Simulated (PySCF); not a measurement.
C2H4Cl2Ge, SMILES C=[CH][GeH]([Cl])[Cl]. Geometry: r2SCAN-D4/def2-SVP. This is a generated structure with no PubChem entry under its InChIKey; it may be hypothetical. One conformer was computed; it need not be the lowest.

Q: Give the equilibrium geometry at r2SCAN-D4/def2-SVP (PySCF confirms it by a frequency run) as bond lengths and angles. (Estimate from the structure and the level; the computed values follow.)

A: Several could match; the one computed here: 
Atoms: Ge1 Cl2 Cl3 C4 C5 H6 H7 H8 H9. Bonded distances (Å): Ge1–Cl2 2.162, Ge1–Cl3 2.163, Ge1–C4 1.925, Ge1–H6 1.530, C4–C5 1.338, C4–H7 1.098, C5–H8 1.096, C5–H9 1.096. Bond angles (°): Cl2–Ge1–Cl3 108.2, Cl2–Ge1–C4 108.3, Cl2–Ge1–H6 107.7, Cl3–Ge1–C4 108.7, Cl3–Ge1–H6 106.7, C4–Ge1–H6 117.0, Ge1–C4–C5 122.8, Ge1–C4–H7 116.7, C5–C4–H7 120.5, C4–C5–H8 121.4, C4–C5–H9 121.6, H8–C5–H9 117.0.
